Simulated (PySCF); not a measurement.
Isomers of C8H9OP, one GFN2-xTB conformer each. Single-point energies are computed at PBE0/pcSseg-1 (PySCF, gas phase, no added dispersion term), electronic only.

Question: Rank them by PBE0/pcSseg-1 energy, lowest first (kJ/mol).
A. `[CH3:1][C:2](=[O:3])[c:4]1[cH:5][c:6]([CH3:7])[cH:8][cH:9][p:10]1` with C1–C2–C4–C5 180°
B. `[CH:1]#[C:2][CH2:3][P@@:4](=[O:5])([C:6]#[C:7][CH3:8])[CH:9]=[CH2:10]` with C2–C3–P4–O5 178°, C3–P4–C9–C10 126°

Answer: A (0.0), B (361.2).

As drawn, the lower has an aromatic ring and a C=O bond, which the higher lacks; the higher has a C≡C bond, a P=O bond and a C=C bond outside aromatic rings, which the lower lacks. GFN2-xTB itself gives, in the same order: 0.0, 228.1. Both levels put the same isomer lowest.

Q: Which frontier levels, dipoles and rotational constants go with these structures?

A: 
```csv
SMILES,"HOMO (eV, PBE0/pcSseg-1)",LUMO (eV),dipole (D),"A, B, C (MHz)"
CC(=O)c1cc(C)ccp1,-7.22,-2.22,2.90,"1855, 927.0, 622.9"
C#CC[P@@](=O)(C#CC)C=C,-7.49,-0.78,4.00,"1197, 897.3, 677.5"
```
